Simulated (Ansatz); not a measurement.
One geometry of the cluster Sn3O4, several levels of theory.

```yaml
crystal:
  periodic: [false, false, false]
  atoms:
    - {symbol: Sn, position_ang: [-1.641100, -1.710319, 0.783442]}
    - {symbol: Sn, position_ang: [-0.913852, 1.821784, -0.162628]}
    - {symbol: Sn, position_ang: [1.350792, -0.632569, 0.195588]}
    - {symbol: O, position_ang: [0.016276, -2.224147, -0.129768]}
    - {symbol: O, position_ang: [-0.640427, 0.121455, 1.009544]}
    - {symbol: O, position_ang: [1.172962, 1.826663, -0.352265]}
    - {symbol: O, position_ang: [0.655349, 0.797123, -1.343913]}
basis:
  gaussian: {orbitals: def2-TZVP, initial_orbitals: start.molden}
hamiltonian: {xc: r2scan, dispersion: d4}
scf: {omitted_lower_state_checks: [starts]}
output: {orbitals: {seedname: orbitals}}
```

The file start.molden holds the orbitals of an earlier run on this structure, at another level or in another basis.

```sh
$ ansatz run in.yaml --threads 4 --pin off --events-out ev --progress --plain --max-ram 4787MiB
```

Output, abridged:

```
Functional definition: r2SCAN
1768 factors; their error is unknown
mean field evaluation 1: about -25691.4576 eV, gradient 7.9e0 eV
mean field evaluation 2: about -25691.5516 eV, gradient 1.3e-1 eV
mean field evaluation 4: about -25691.5417 eV, gradient 5.0e-4 eV
mean field -25691.54167337 eV, -944.1467421439 hartree, gradient 1.1e-5 eV, S^2 0.000000; 0 other end points of the search recorded, 0 dependent functions left out
reference -25691.54168978 eV, -944.1467427470 hartree; 49, 49 occupied and 225, 225 virtual orbitals, 1768 factors
Total energy: -25691.61949218 eV, -944.1496019323 hartree
Checks for a lower state left out: starts
```

It took 7 s on 4 threads of Arm Neoverse V2 on a shared host.

The first input with `gaussian: {orbitals: STO-3G}`, `hamiltonian: {xc: hf}` (abridged; 1.9 s):

```
Functional definition: HF
mean field -494847.54219653 eV, -18185.3117560113 hartree, gradient 1.2e-5 eV, S^2 0.000000
Total energy: -494847.54219653 eV, -18185.3117560113 hartree
Checks for a lower state left out: starts
```

As the first input, with `hamiltonian: {xc: pbe0, dispersion: d4}` (abridged; 7.5 s):

```
Functional definition: PBE0
mean field -25680.09173449 eV, -943.7259646513 hartree, gradient 2.0e-5 eV, S^2 0.000000
Total energy: -25680.41457230 eV, -943.7378287219 hartree
Checks for a lower state left out: starts
```

The first input with `hamiltonian: {xc: {name: B3LYP}, dispersion: d4}` (abridged; 6 s):

```
Functional definition: B3LYP
mean field -25694.27680540 eV, -944.2472563920 hartree, gradient 2.2e-5 eV, S^2 0.000000
Total energy: -25694.90470048 eV, -944.2703311106 hartree
Checks for a lower state left out: starts
```

First input, but with `gaussian: {orbitals: def2-SVP, initial_orbitals: start.molden}`, `hamiltonian: {xc: pbe, dispersion: d4}` (abridged; 1.4 s):

```
Functional definition: PBE
mean field -25669.80419513 eV, -943.3479045529 hartree, gradient 2.4e-5 eV, S^2 0.000000
Total energy: -25670.18204765 eV, -943.3617903768 hartree
Checks for a lower state left out: starts
```

First input, but with `hamiltonian: {xc: {name: BLYP}, dispersion: d4}` (abridged; 3.5 s):

```
Functional definition: BLYP
mean field -25684.43321985 eV, -943.8855112954 hartree, gradient 1.7e-5 eV, S^2 0.000000
Total energy: -25685.22889764 eV, -943.9147519149 hartree
Checks for a lower state left out: starts
```

The first input with `hamiltonian: {xc: hse06, dispersion: d4}` (abridged; 6.5 s):

```
Functional definition: HSE06
mean field -25679.64002403 eV, -943.7093645981 hartree, gradient 1.6e-5 eV, S^2 0.000000
Total energy: -25679.95018116 eV, -943.7207626623 hartree
Checks for a lower state left out: starts
```

Geometry: r2SCAN-D4/def2-SVP.

In the def2 sets Sn takes a core potential, while STO-3G treats all electrons; there is no spin–orbit coupling. B3LYP takes the VWN-RPA correlation. HSE06 is defined as in plane-wave codes, on full-range PBE exchange. The structure holds one bond between oxygen atoms, so isomers without such links may lie far lower. The restricted singlet is unstable towards broken spin symmetry in Hartree–Fock (as tested in another run); at r2SCAN-D4/def2-TZVP, HF/STO-3G, PBE0-D4/def2-TZVP, B3LYP-D4/def2-TZVP and others this wasn't settled. Another isomer (singlet) lies 0.31 eV lower at PBE0-D4/def2-TZVP; other spin states weren't run for this one.
